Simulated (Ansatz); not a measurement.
Cartesian coordinates (Å):
```xyz
5

N     -1.1593     0.4162    -0.0243
C      0.0141     0.1202    -0.0060
N      1.2241     0.1381    -0.0033
H     -2.0364    -0.1044    -0.0008
H      1.9574    -0.5701     0.0344
```
Charge +1, spin multiplicity 2.

The numbers are results of frozen-core CCSD(T)/cc-pVTZ // B3LYP-D3(BJ)/def2-TZVP (Ansatz, a quantum-chemistry and plane-wave program), not measurements.

```yaml
HF energy: -147.63398 Ha
MP2 correlation energy: -0.48132 Ha
```

Q: Estimate the CCSD correlation energy, the (T) correction, the total energy and the T1 diagnostic.

A: 
```json
{
 "CCSD correlation energy": "-0.51177 Ha",
 "(T) correction": "-0.02542 Ha",
 "CCSD(T) total energy": "-148.17116 Ha",
 "T1 diagnostic": "0.035"
}
```
